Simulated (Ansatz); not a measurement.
**Question.** Name a neutral molecule of C, Cl, N, O, Si and H with HOMO energy (B3LYP/def2-TZVPP) between -6.40 and -6.10 eV and LUMO energy (PBE0/def2-TZVPP) between -1.45 and -1.15 eV (Ansatz, PBE0-D4/def2-TZVP geometry).

**Answer.** `O[SiH](Cl)C1=CN1` (-6.28 eV, -1.28 eV). Other molecules can fit too; these were computed, each in one conformer that needn't be the lowest.

B3LYP here is the variant with VWN-RPA as its local correlation; programs differ in this.
